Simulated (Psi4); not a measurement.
H4AlO4, charge -1, singlet, geometry from GFN2-xTB (such geometries of metal compounds can be far from the true shape) (a gas-phase anion, which may not be bound at this level), atoms displaced at random by about 0.05 Å a coordinate. Base run: Psi4 1.11 with B3LYP/STO-3G.

Here is a job for Psi4.
```
memory 2 GB

molecule {
-1 1
Al   -0.02374934   -0.06970344   -0.02393330
O     1.62222027   -0.33910000   -0.58829676
H     1.83706610   -0.45146561   -1.54559142
O     0.04841470    0.27607946    1.68498560
H     0.83188994    0.82974281    2.06237418
O    -0.53300945    1.46451560   -0.88330657
H    -1.45624288    1.70213469   -0.87152823
O    -1.22161605   -1.18813135   -0.32961703
H    -1.11798505   -1.94830780    0.29332196
}

set {
  basis sto-3g
}

optimize('b3lyp')
print_variables()
```

Variants of this job, named by their change:

| change | ΔE vs base (kcal/mol) | optimiser steps | core-seconds (rough) | outcome |
|---|---|---|---|---|
| base | 0.000 | 20 | 70 | converged |
| step_type = sd | 0.148 | 42 | 90 | converged |
| g_convergence = gau_tight | - | - | - | not converged |
| opt_coordinates = both | 0.037 | 45 | 100 | converged |
| intrafrag_step_limit = 0.05 | 0.034 | 23 | 70 | converged |
| intrafrag_hess = lindh | 0.041 | 33 | 100 | converged |
| step_type = nr | 0.031 | 19 | 50 | converged |

A gas-phase anion may not be bound at this level; its values then depend on the basis.
